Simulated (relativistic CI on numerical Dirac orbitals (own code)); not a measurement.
# Hf XL: computed level list

Computed by Dirac-Coulomb-Breit CI, orbitals from a KLI potential per configuration, QED by a radiative potential, unscaled Slater integrals (own radial code, finite nucleus).

Configuration list (outside the closed core [Ar] 3d10): 4s2 4p3, 4s 4p4, 4s2 4p2 4d, 4p5, 4s 4p3 4d, 4s2 4p2 4f, 4s 4p3 4f, 4p4 4d, 4s 4p2 4d2, 4s2 4p 4d 4f, 4p4 4f, 4s2 4p 4d2, 4s2 4d3, 4s 4p 4d3, 4s2 4d2 4f, 4s 4p 4d2 4f, 4p3 4d2, 4p2 4d3, 4p2 4d2 4f. Double excitations out of closed p, d and f shells are left out; levels of such configurations are missing from the list, as are those of other unlisted configurations, and high levels can miss mixing partners.

The lowest level is 4s2 4p3 2P°_3/2, with 46 % of that term; Hund's rules for 4s2 4p3 give 4S° with J = 3/2, of which the calculation keeps J, while another term leads.

```
No.  Configuration  Term    J  E (10³ cm⁻¹)   %  Next component (%)  Lifetime (s)
  1        4s2 4p3   2P°  3/2           0.0  46              27 4S°              
  2        4s2 4p3   4S°  3/2         611.7  54              45 2D°      2.25e-07
  3        4s2 4p3   2D°  5/2         655.3  99     1 4s 4p3 4d 2D°      1.10e-06
  4        4s2 4p3   2P°  1/2         711.2  99    1 4s2 4p 4d2 2P°      3.26e-07
  5     4s2 4p2 4d    2D  3/2        1179.0  37               35 4F      1.27e-10
  6         4s 4p4    4P  5/2        1311.5  43               15 2D      6.07e-11
  7        4s2 4p3   2P°  3/2        1330.4  52              28 2D°      1.13e-07
  8         4s 4p4    4P  5/2        1422.1  28    17 4s2 4p2 4d 2D      3.49e-12
  9         4s 4p4    2S  1/2        1480.9  55               32 4P      4.74e-12
 10         4s 4p4    2P  3/2        1499.9  35               33 2D      2.41e-12
 11     4s2 4p2 4d    2F  5/2        1788.9  46               45 4F      1.40e-10
 12     4s2 4p2 4d    4F  3/2        1789.5  35               27 4D      2.32e-11
 13     4s2 4p2 4d    4D  1/2        1792.6  78               15 2P      1.26e-10
 14     4s2 4p2 4d    2G  7/2        1832.5  45               27 2F      1.32e-08
 15         4s 4p4    4P  3/2        1913.5  35    28 4s2 4p2 4d 2P      1.32e-10
 16     4s2 4p2 4d    4D  7/2        1928.8  47               36 4F      1.64e-09
 17     4s2 4p2 4d    2F  5/2        1947.0  30               23 2D      1.96e-12
 18     4s2 4p2 4d    2D  5/2        1956.5  38               17 4D      1.14e-12
 19     4s2 4p2 4d    2D  3/2        1962.8  33               25 2P      5.73e-13
 20     4s2 4p2 4d    2P  1/2        1966.3  37               35 4P      7.30e-13
 21     4s2 4p2 4d    2G  9/2        1977.3  59               40 4F      1.09e-05
 22     4s2 4p2 4d    4D  3/2        2068.3  25               23 2D      2.85e-12
 23     4s2 4p2 4d    2F  7/2        2083.4  48               27 2G      2.47e-12
 24     4s2 4p2 4d    2F  5/2        2086.7  31               23 2D      1.36e-12
 25     4s2 4p2 4d    2S  1/2        2088.1  34               29 2P      2.49e-12
 26     4s2 4p2 4d    2P  3/2        2118.2  35               34 2D      2.00e-12
 27         4s 4p4    2D  5/2        2145.0  46    20 4s2 4p2 4d 2D      1.54e-12
 28         4s 4p4    2P  3/2        2213.6  42               30 2D      1.14e-12
 29         4s 4p4    2P  1/2        2225.6  36    32 4s2 4p2 4d 2P      9.89e-13
 30      4s 4p3 4d   4D°  5/2        2525.1  27              25 6D°      3.14e-11
 31      4s 4p3 4d   6D°  3/2        2532.7  31              23 4D°      1.92e-11
 32      4s 4p3 4d   4P°  1/2        2533.2  42              38 6D°      3.63e-11
 33      4s 4p3 4d   4F°  7/2        2549.4  25              24 6D°      6.51e-11
 34     4s2 4p2 4d    2D  3/2        2563.0  33               26 4P      7.02e-13
 35     4s2 4p2 4d    4P  1/2        2563.6  41               33 2P      7.83e-13
 36     4s2 4p2 4d    2D  5/2        2568.3  28               23 2F      8.11e-13
 37     4s2 4p2 4d    2F  7/2        2584.0  45               23 4D      1.14e-12
 38     4s2 4p2 4d    2P  1/2        2606.0  43               24 2S      9.53e-11
 39     4s2 4p2 4d    2F  7/2        2608.8  62               19 4D      2.90e-12
 40     4s2 4p2 4d    4F  9/2        2613.0  58               40 2G      1.93e-07
 41      4s 4p3 4d   4F°  3/2        2626.0  27              24 2D°      4.97e-12
 42      4s 4p3 4d   2F°  5/2        2627.2  19              18 4G°      1.96e-11
 43     4s2 4p2 4d    2D  3/2        2651.6  65               16 2P      8.62e-13
 44      4s 4p3 4d   4F°  9/2        2658.8  44              37 6D°      5.26e-11
 45      4s 4p3 4d   4D°  1/2        2702.2  51              31 2P°      2.42e-12
 46     4s2 4p2 4d    2D  5/2        2720.3  77               14 4D      5.19e-10
 47      4s 4p3 4d   4D°  7/2        2726.7  17   17 4s2 4p2 4f 2F°      5.77e-12
 48      4s 4p3 4d   4D°  5/2        2729.4  31              23 4P°      4.62e-12
 49      4s 4p3 4d   2P°  3/2        2747.9  29          23 4p5 2P°      6.66e-12
 50     4s2 4p2 4f   2F°  5/2        2783.0  19              16 4G°      1.57e-12
 51     4s2 4p2 4d    2D  3/2        2794.4  42               39 2P      1.38e-12
 52      4s 4p3 4d   2F°  7/2        2800.5  38              23 2G°      7.39e-12
 53     4s2 4p2 4d    2D  5/2        2828.9  52               31 2F      1.01e-12
 54      4s 4p3 4d   4D°  1/2        2872.4  45              43 2P°      3.34e-12
 55      4s 4p3 4d   4D°  7/2        2880.3  17              13 4F°      1.72e-12
 56      4s 4p3 4d   4D°  3/2        2893.2  27              23 4P°      2.01e-12
 57         4s 4p4    2S  1/2        2903.4  28               26 2P      7.66e-13
 58      4s 4p3 4d   2F°  5/2        2915.6  24              21 2D°      1.61e-12
 59            4p5   2P°  3/2        2988.4  52    19 4s 4p3 4d 4D°      1.40e-12
 60     4s2 4p 4d2   4G°  5/2        3032.3  45              28 2F°      1.38e-12
 61      4s 4p3 4d   6D°  1/2        3081.0  36              20 4D°      4.54e-11
 62      4s 4p3 4d   6D°  3/2        3087.1  29              26 4D°      6.36e-12
 63      4s 4p3 4d   6D°  5/2        3090.9  26              24 4F°      1.81e-11
 64      4s 4p3 4d   4F°  7/2        3112.9  25   18 4s2 4p 4d2 4G°      2.38e-11
 65     4s2 4p 4d2   4D°  1/2        3142.9  32              25 2P°      9.38e-13
 66      4s 4p3 4d   4G°  9/2        3157.3  20              18 2G°      5.97e-11
 67     4s2 4p 4d2   4F°  3/2        3185.5  32              32 2D°      4.69e-13
 68     4s2 4p 4d2   4G°  7/2        3194.2  22    13 4s 4p3 4d 4G°      5.73e-12
 69     4s2 4p 4d2   4G°  5/2        3204.7  17              15 2D°      4.93e-12
 70      4s 4p3 4d   4D°  7/2        3207.9  41              17 6D°      1.87e-11
```

Energies count from the lowest computed level; ° marks odd parity; lifetimes are radiative, by E1, M1, E2, M2, E3 decay to levels of this space only.

The mean weight of the leading LS term, summed over parents, in these 70 levels is 40 %, and that of the leading jj configuration (from the same eigenvectors) 77 %, so jj coupling describes them better and the LS labels are nominal.

At this charge energies of transitions that change n are usually good to better than 1 %, and those within a shell (Δn = 0) to a few per cent.

LS names give the leading component of a level, which can be under half, so a name can repeat, a term be missing and a line seem to break the LS rules.
